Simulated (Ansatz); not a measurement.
Stepwise reaction of `[SiH3]O[SiH](Cl)O[SiH3]` with hydrogen chloride, as a gas-phase model of exchange steps in deposition or etching. ΔE in kJ/mol.

Gas-phase electronic energies from Ansatz, PBE0-D4/def2-TZVP geometries. CCSD(T)/CBS adds triple-zeta CCSD(T) − MP2 to the extrapolated MP2 energy (def2 sets, frozen cores). This one scheme is used for every species. Functionals use def2-TZVPP. B3LYP here is the variant with VWN-RPA as its local correlation; programs differ in this. Each species was taken in one conformer, which may not be the lowest.

```
step                                                  reaction  PBE-D4  B3LYP-D4  ωB97M-V  CCSD(T)/CBS
   2  `[SiH3]O[SiH](Cl)Cl` + HCl → `Cl[SiH](Cl)Cl` + `O[SiH3]`    22.6      37.1     31.9         34.8
```

(1) Give the row of step 1, `[SiH3]O[SiH](Cl)O[SiH3]` + HCl → `[SiH3]O[SiH](Cl)Cl` + `O[SiH3]`. (Best estimate.)

(2) By hand: ΔE of the 2 steps together at CCSD(T)/CBS.

## Answers

(1) Computed: 
```json
{"step": "1", "reaction": "`[SiH3]O[SiH](Cl)O[SiH3]` + HCl → `[SiH3]O[SiH](Cl)Cl` + `O[SiH3]`", "PBE-D4": "20.9", "B3LYP-D4": "34.7", "ωB97M-V": "29.4", "CCSD(T)/CBS": "32.5"}
```

(2) (32.5) + (34.8) = 67.3 kJ/mol, or 33.6 kJ/mol a step.

In ΔE the steps differ by no more than 2.3 kJ/mol. All are uphill at CCSD(T)/CBS. PBE-D4 differs from CCSD(T)/CBS by -12.2 to -11.6 kJ/mol a step. Isolated molecules leave out the surface, adducts and barriers. Largest T1 diagnostic: 0.011.
